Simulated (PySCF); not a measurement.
Compound: C₃H₅F₃SSi.
Atom-mapped SMILES: `[CH3:1][C:2](=[S:3])[SiH2:4][C:5]([F:6])([F:7])[F:8]` (hydrogens: H9, H10, H11 on C1; H12, H13 on Si4)

Torsions of this conformer, `[CH3:1][C:2](=[S:3])[SiH2:4][C:5]([F:6])([F:7])[F:8]`: C1–C2–Si4–C5 -2°, C2–Si4–C5–F6 -60°.

The closed-shell ground state was solved at several levels (PySCF, density fitting, gas phase, non-relativistic). The structure is a single PBE0-D3(BJ)/def2-SVP conformer in the gas phase; no vibrational or solvent corrections.

| level | basis functions | HOMO (eV) | LUMO (eV) | gap (eV) | dipole (D) |
| --- | --- | --- | --- | --- | --- |
| wB97X-D/def2-SVPD | 220 | -8.68 | -1.19 | 7.49 | 0.62 |
| PBE0/pcSseg-1 | 175 | -6.82 | -2.89 | 3.93 | 0.53 |

Q: Estimate the row for KT3/pcSseg-1, a basis of 175 functions; the other rows only guide the guess.

A: HOMO -5.65 eV, LUMO -3.71 eV, gap 1.94 eV, dipole 0.55 D.

Q: Over all these levels, which gives the widest orbital gap and which the narrowest?

A: wB97X-D/def2-SVPD (range-separated hybrid) has the widest, 7.49 eV, and KT3/pcSseg-1 (GGA) the narrowest, 1.94 eV. Functional and basis both differ between the two, so the spread mixes both effects.

Q: How far do the dipole and the HOMO energy spread over the levels?

A: The dipole runs from 0.53 to 0.62 D (mean 0.56 D) and the HOMO from -8.68 to -5.65 eV.
